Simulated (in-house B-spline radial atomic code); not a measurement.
Xe⁵¹⁺. Computed with a B-spline radial atomic code. Model: all-electron spherical atom, spin shells full or empty, radial basis limit, no spin-orbit coupling: exact exchange with a local potential (Slater, KLI or optimised effective potential, whose far tail is KLI's), no correlation.

Empty minority-spin level lies below the highest occupied level: each spin potential is zero at infinity, spin occupations fixed.

The run also made RPA and GW results, which its time includes.

The Slater potential averages the orbital exchange potentials with the orbital densities as weights, KLI adds orbital constants, and the optimised effective potential minimises the exact-exchange energy among local potentials. So their energies lie above Hartree-Fock in the order OEP, KLI, Slater. All fall off as −1/r, unlike LDA and GGA exchange.

Command:
```bash
python run_gw.py task.json out
```
Settings (lengths in bohr, energies in hartree):
```
Z                      54
electrons              3
configuration          [He] 2s1
hamiltonian            nr
method                 slater
lmax                   9
spin_polarised         True
box_radius             2.07
intervals              63
ion_configuration      1s2
```

Time taken, with all properties: 2.5 s on 1 thread of Intel(R) Xeon(R) Platinum 8375C CPU @ 2.90GHz (Ice Lake), on a shared host.

Given: hamiltonian non-relativistic; mean-field start Slater potential.

Computed: energy above Hartree-Fock 5.9005 millihartree; virial ratio -E/T less 1 -0.001234.

```
radius (bohr)  r times exchange potential up (hartree bohr)  r times exchange potential down (hartree bohr)
     0.000926                                      -0.05197                                       -0.049613
      0.00109                                     -0.061134                                       -0.058364
      0.00128                                             ?                                               ?
       0.0015                                     -0.083965                                       -0.080169
      0.00176                                     -0.098368                                        -0.09393
      0.00207                                             ?                                               ?
      0.00243                                      -0.13515                                        -0.12909
      0.00285                                      -0.15792                                        -0.15087
      0.00335                                      -0.18469                                         -0.1765
      0.00394                                      -0.21577                                        -0.20628
      0.00462                                      -0.25082                                         -0.2399
      0.00543                                       -0.2914                                         -0.2789
      0.00638                                      -0.33727                                        -0.32307
      0.00749                                      -0.38835                                        -0.37239
       0.0088                                      -0.44504                                        -0.42732
       0.0103                                      -0.50509                                        -0.48575
       0.0121                                      -0.57039                                        -0.54963
       0.0143                                      -0.64062                                        -0.61878
       0.0167                                      -0.70613                                        -0.68376
       0.0197                                      -0.77357                                        -0.75122
       0.0231                                      -0.83352                                        -0.81182
       0.0271                                      -0.88561                                        -0.86562
       0.0318                                      -0.92563                                        -0.91039
       0.0374                                      -0.94535                                        -0.94531
       0.0439                                      -0.92533                                        -0.96953
       0.0516                                      -0.84365                                        -0.98498
       0.0606                                      -0.74352                                        -0.99352
       0.0712                                      -0.72021                                        -0.99763
       0.0836                                      -0.76965                                        -0.99928
       0.0982                                      -0.83998                                        -0.99983
        0.115                                      -0.90215                                        -0.99997
        0.135                                      -0.94864                                              -1
        0.159                                       -0.9777                                              -1
        0.187                                       -0.9921                                              -1
        0.219                                      -0.99774                                              -1
        0.258                                      -0.99954                                              -1
        0.303                                      -0.99993                                              -1
```

**Question.** What belongs in the row 0.00128?

**Answer.** r times exchange potential up (hartree bohr): -0.071732; r times exchange potential down (hartree bohr): -0.068485.

**Question.** What belongs in the row 0.00207?

**Answer.** r times exchange potential up (hartree bohr): -0.11545; r times exchange potential down (hartree bohr): -0.11025.

```json
{"occupied": "1s up", "level (hartree)": "-1413.7", "Hartree-Fock level (hartree)": "-1414.5"}
{"occupied": "1s down", "level (hartree)": "-1413.3", "Hartree-Fock level (hartree)": "-1413.3"}
{"occupied": "2s up", "level (hartree)": "-344.01", "Hartree-Fock level (hartree)": "-343.26"}
```

```
  empty  level (hartree)
2s down          -345.27
2p down                ?
  2p up          -341.14
3s down          -152.22
  3s up          -151.96
3p down          -151.42
  3p up          -151.15
3d down                ?
  3d up          -150.29
4s down          -85.325
  4s up          -85.225
4p down          -84.987
  4p up          -84.887
4d down          -84.675
```

**Question.** What belongs in the row 2p down?

**Answer.** level (hartree): -342.92.

**Question.** What belongs in the row 3d down?

**Answer.** level (hartree): -150.6.

The highest level, 2s up, differs from Hartree-Fock by -20 eV and the deepest, 1s up, by +21.2 eV: the Slater potential lacks the response part and is deeper than the optimised one throughout, so the top level comes too deep.
